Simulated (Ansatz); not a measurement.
Consider the homolysis of the Cl–Ge bond: `[SiH3][O][GeH2][Cl]` → Cl• + `[SiH3][O][GeH2]`•.

Computed with Ansatz on PBE0-D4/def2-TZVP structures; ΔE is electronic, products minus reactants. CBS: MP2 limit from def2 TZ/QZ plus the TZ coupled-cluster correction, frozen cores. This one scheme is used for every species, atoms too. DFT in def2-TZVPP. B3LYP here is the variant with VWN-RPA as its local correlation; programs differ in this. Open shells (•) are unrestricted, without spin–orbit coupling. Spin–orbit coupling would lower the free atoms: a little for Cl. For Ge outer-core shells are correlated without core-valence functions, so the limit isn't a true one: a few kJ/mol of doubt a bond, and 10 to 20 or more in all where bonds break to atoms. Scalar relativity is left out up to krypton. One conformer a species, not always the lowest.

```csv
level,ΔE (kJ/mol)
B3LYP,398.7
CCSD(T)/def2-TZVPP,420.5
```

Q: What does CCSD(T)/CBS give? (Best estimate.)

A: Ansatz gave: +436.0 kJ/mol. The listed levels differ from it by -37.3, -15.5 kJ/mol.

Largest T1 diagnostic among the species: 0.014.

From BLYP to BHLYP (50 % exact exchange), in def2-TZVPP and without D4, ΔE moves by +10.6 kJ/mol. The D4 term adds +10.3 kJ/mol with B3LYP and +5.6 kJ/mol with PBE0; it sums over pairs of atoms, weighted by their polarisabilities, and B3LYP, whose exchange is more repulsive, gets the larger term. At CCSD(T), def2-SVP lies −39.6 kJ/mol from the extrapolated value and def2-TZVPP −15.5 kJ/mol: correlation converges slowly with the basis, and small sets miss more of it in the bonded molecule than in its fragments.

CCSD(T)/CBS has its own doubt, a few kJ/mol and more with outer-core shells, so smaller differences from it don't rank the levels.
